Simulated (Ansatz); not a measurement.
Geometry optimisation, UKS PBE0/def2-SVP in Ansatz.

input.yaml

```yaml
crystal:
  periodic: [false, false, false]
  atoms:
    - { symbol: Al, position_ang: [0.005814, 0.008032, -0.127556] }
    - { symbol: H, position_ang: [-0.005956, -0.047047, 1.435336] }
    - { symbol: Cl, position_ang: [1.801047, 0.024607, -1.198403] }
    - { symbol: Cl, position_ang: [-1.789136, 0.014784, -1.203306] }
    - { symbol: O, position_ang: [0.013025, 0.002832, 3.643229] }
    - { symbol: H, position_ang: [-0.539194, -0.80431, 3.6078] }
magnetization:
  spin_polarized: true
  initial_magnetization: 1
basis:
  gaussian: { orbitals: def2-SVP }
hamiltonian:
  xc: pbe0
relax:
  f_tol: 0.03
  max_steps: 50
```

Command:

```bash
$ ansatz run input.yaml --threads 2 --pin off --max-ram 3072MiB --backend cpu --events-out ev --progress --plain --runs-dir out
```

Question: Where does it end, and by what steps?

Answer: It converged. After 34 steps the energy has fallen by 2.650 eV; O5 moved furthest, 1.73 Å. Parted: Al1–H2 (1.56 → 2.48 Å). Joined: Al1–O5 (3.77 → 2.02 Å), H2–O5 (2.21 → 0.97 Å).

| step | energy less start (eV) | largest force component (eV/Å) | accepted |
| --- | --- | --- | --- |
| 0 | 0.0000 | 0.145 | yes |
| 2 | -0.0067 | 0.219 | yes |
| 4 | -0.0420 | 0.318 | yes |
| 6 | -0.1882 | 1.120 | yes |
| 8 | 0.1550 | 18.811 | no |
| 10 | -1.3525 | 0.495 | yes |
| 12 | -1.4935 | 0.527 | yes |
| 14 | -1.6086 | 0.521 | yes |
| 16 | -1.6554 | 0.596 | yes |
| 18 | -1.7906 | 1.247 | yes |
| 20 | -2.1314 | 1.027 | yes |
| 22 | -2.4936 | 0.506 | yes |
| 24 | -2.5258 | 0.143 | yes |
| 26 | -2.5448 | 0.525 | yes |
| 28 | -2.6158 | 0.384 | yes |
| 30 | -2.6306 | 0.384 | yes |
| 32 | -2.6335 | 0.869 | no |
| 34 | -2.6500 | 0.019 | yes |

```xyz
6
Properties=species:S:1:pos:R:3
Al -0.074 -0.790 0.010
H 0.706 -0.043 2.248
Cl 1.716 0.399 -0.202
Cl -1.936 0.290 -0.164
O -0.067 -0.586 2.018
H -0.859 -0.071 2.247
```

Whether the end is a true minimum wasn't checked by a vibrational analysis.

The run took 95 s on 2 threads of Arm Neoverse V1, on a shared host, peak memory 0.24 GiB.
